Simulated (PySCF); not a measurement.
How methods differ on the excitation energy of I(2+)

I(2+) [Kr] 4d10 5s2 5p3 (4S) → I(2+) [Kr] 4d10 5s1 5p3 5d1 (6D), as a difference of total energies. All numbers are calculated (PySCF 2.14, scalar relativity by spin-free X2C-1e, in aug-cc-pVTZ-DK3 (8s7p5d2f, 68 functions)). Correlated levels: valence: [Kr] 4d10 frozen. The calculations carry no spin-orbit coupling.

```tsv
method	excitation energy (eV)
UHF	20.144
LDA	23.151
PBE	22.629
PBE0	22.283
r2SCAN	22.078
TPSSh	22.334
r2SCANh	22.024
B3LYP	22.935
MP2 (valence)	21.320
SCS-MP2 (valence)	21.674
```

Task: How much does correlation contribute at MP2 (valence)?

Result: 21.320 − (20.144) = 1.176 eV, measured against UHF.

A first-order spin-orbit estimate (lowest level to lowest level, LS coupling) adds -0.072 eV.

The promoted electron is Rydberg-like, and one or two diffuse shells describe it only roughly, which tends to raise the upper state.
